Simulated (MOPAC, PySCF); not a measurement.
CH₄BN, SMILES `BN=C`, neutral singlet in the gas phase. 

Cartesian coordinates (Å):
```xyz
7

B     -1.3012    -0.0022    -0.1421
N      0.0482    -0.0001    -0.2026
C      1.2873     0.0021    -0.2584
H     -1.8893    -0.9856    -0.4873
H     -1.8591     0.9794     0.2545
H      1.8970    -0.3266     0.5881
H      1.8171     0.3329    -1.1563
```
Charge 0, multiplicity 1.

All levels are single points at this geometry (PBE0-D3(BJ)/def2-TZVP); Pople sets use spherical d functions. Orbital energies aren't observables, and empty levels follow the basis.

SVWN5/6-31G* in PySCF gives HOMO (eV) = -6.52.

Task: Estimate the HOMO (eV) from each of these levels: PBE-D3(BJ)/def2-TZVP in PySCF; ωB97X-D3(BJ)/def2-TZVP in PySCF; B3LYP/3-21G in PySCF; B3LYP/6-311+G** in PySCF; M06-2X/6-31G* in PySCF; PM3 in MOPAC; PM6 in MOPAC; PM7 in MOPAC.

Result: 
```tsv
level	HOMO (eV)
PBE-D3(BJ)/def2-TZVP in PySCF	-6.64
ωB97X-D3(BJ)/def2-TZVP in PySCF	-10.39
B3LYP/3-21G in PySCF	-7.54
B3LYP/6-311+G** in PySCF	-7.71
M06-2X/6-31G* in PySCF	-9.04
PM3 in MOPAC	-10.70
PM6 in MOPAC	-10.19
PM7 in MOPAC	-10.25
```
